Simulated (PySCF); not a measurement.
Method: PySCF with B3LYP-D3(BJ)/def2-TZVP. Gas-phase values, no solvent. B3LYP has the VWN-RPA correlation part, as in Gaussian. 

Reference species (SMILES): `[Cl][InH]` (neutral, multiplicity 2).

```yaml
dipole_moment: 2.97 D
```

Changed species: `[InH2]` (radical fragment; the reference has radical fragment).

What does the change do to the dipole moment?

the dipole moment decreases by 2.43 D, to 0.54 D.
